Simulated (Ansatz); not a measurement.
Geometry optimisation, DFT PBE, scalar-relativistic, plane waves, PAW in Ansatz 0.2.0.

Input:

```yaml
accuracy: low
crystal:
  lattice:
    - [0.0, 5.43, 5.43]
    - [5.43, 0.0, 5.43]
    - [5.43, 5.43, 0.0]
  atoms:
    - { symbol: Si, position: [0.0, 0.0, 0.0] }
    - { symbol: Si, position: [0.125, 0.125, 0.125] }
    - { symbol: Si, position: [0.0, 0.0, 0.5] }
    - { symbol: Si, position: [0.125, 0.125, 0.625] }
    - { symbol: Si, position: [0.0, 0.5, 0.0] }
    - { symbol: Si, position: [0.125, 0.625, 0.125] }
    - { symbol: Si, position: [0.0, 0.5, 0.5] }
    - { symbol: Si, position: [0.125, 0.625, 0.625] }
    - { symbol: Si, position: [0.5, 0.0, 0.0] }
    - { symbol: Si, position: [0.625, 0.125, 0.125] }
    - { symbol: Si, position: [0.5, 0.0, 0.5] }
    - { symbol: Si, position: [0.625, 0.125, 0.625] }
    - { symbol: Si, position: [0.5, 0.5, 0.0] }
    - { symbol: Si, position: [0.625, 0.625, 0.125] }
    - { symbol: Si, position: [0.5, 0.5, 0.5] }
    - { symbol: Si, position: [0.625, 0.625, 0.625] }
    - { symbol: "N", position: [0.3774189, 0.8781451, 0.3656504], spin: 1.0 }
magnetization:
  spin_polarized: true
basis:
  ecutwfc: 420.0
kpoints:
  mp_grid: { grid: [2, 2, 2] }
hamiltonian:
  xc: pbe
  pseudopotentials: { kind: paw, azcp: { folder: soft_1 } }
scf:
  occupations: { method: fermi_dirac, width: 0.02 }
  lower_state_search: "off"
relax:
  f_tol: 0.08
  max_steps: 25
  adjacent_minimum: "off"
output:
  write_density: true
  write_potential: true
  elf: true
  volumetric_format: npy
```

Launched with:

```bash
$ ansatz run input.yaml --threads 1 --pin off --max-ram 3072MiB --backend cpu --events-out ev --progress --plain --runs-dir out
```

**Question.** Where does it end, and by what steps?

**Answer.** The run converged. The threshold is loose, so the end isn't yet a minimum. Limits of this set-up: coarse k mesh, low accuracy level. After 9 steps the energy has fallen by 1.531 eV; N17 moved furthest, 0.89 Å. Joined: Si3–N17 (2.37 → 1.87 Å), Si15–N17 (2.37 → 1.87 Å).

```tsv
step	energy less start (eV)	largest force component (eV/Å)	accepted
0	0.0000	0.593	yes
1	-0.1422	0.445	yes
2	-0.3089	0.346	yes
3	-0.4540	0.491	yes
4	-0.4836	1.269	yes
5	-0.8395	2.589	yes
6	-1.3304	0.487	yes
7	-1.4958	0.228	yes
8	-1.5281	0.108	yes
9	-1.5310	0.064	yes
```

```xyz
17
Lattice="0.0000 5.4300 5.4300 5.4300 0.0000 5.4300 5.4300 5.4300 0.0000" Properties=species:S:1:pos:R:3
Si 0.033 -0.062 0.037
Si 1.441 1.150 1.446
Si 2.433 2.864 0.151
Si 4.035 4.095 1.383
Si 2.874 0.160 2.877
Si 4.228 1.514 4.232
Si 5.464 2.749 2.656
Si 6.873 4.158 3.868
Si 0.147 2.863 2.437
Si 1.379 4.095 4.038
Si 2.803 5.515 2.807
Si 4.176 6.888 4.179
Si 2.652 2.749 5.468
Si 3.866 4.158 6.877
Si 5.579 5.148 5.583
Si 6.811 6.748 6.815
N 6.260 3.543 6.264
```

The run took 4.1 min on 1 thread of Arm Neoverse V2 (shared host), peak memory 0.67 GiB.
